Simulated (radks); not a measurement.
The numbers below are computed, except where a source is named.
Isoelectronic series with 34 electrons, each ion in its NIST ground configuration. Level of theory: Dirac Kohn-Sham, PBEsol, spin-unpolarised, spherical densities, finite nucleus; open shells fill j = l - 1/2 first; Fermi nuclear charge, rms radius of each element as measured or else 0.836 A^(1/3) + 0.57 fm (a radial shooting solver on a logarithmic mesh with Libxc functionals). Total energies (hartree) and orbital eigenvalues (eV):

| ion | configuration | E (hartree) | 4p3/2 | 4p1/2 |
|---|---|---|---|---|
| Se | [Ar] 3d10 4s2 4p4 | -2428.44120 | -6.3437 | -6.7213 |
| Kr2+ | [Ar] 3d10 4s2 4p4 | -2787.23817 | -30.6614 | -31.4688 |
| Sr4+ | [Ar] 3d10 4s2 4p4 | -3173.56760 | -64.0916 | -65.4968 |
| Zr6+ | [Ar] 3d10 4s2 4p4 | -3587.52805 | -105.5536 | -107.7548 |
| Mo8+ | [Ar] 3d10 4s2 4p4 | -4029.29247 | -154.6141 | -157.8441 |
| Ru10+ | [Ar] 3d10 4s2 4p4 | -4499.08436 | -211.0515 | -215.5817 |
| Pd12+ | [Ar] 3d10 4s2 4p4 | -4997.15783 | -274.7394 | -280.8835 |
| Cd14+ | [Ar] 3d10 4s2 4p4 | -5523.79555 | -345.6021 | -353.7205 |
| Sn16+ | [Ar] 3d10 4s2 4p4 | -6079.31298 | -423.5939 | -434.0977 |
| Te18+ | [Ar] 3d10 4s2 4p4 | -6664.04535 | -508.6885 | -522.0437 |
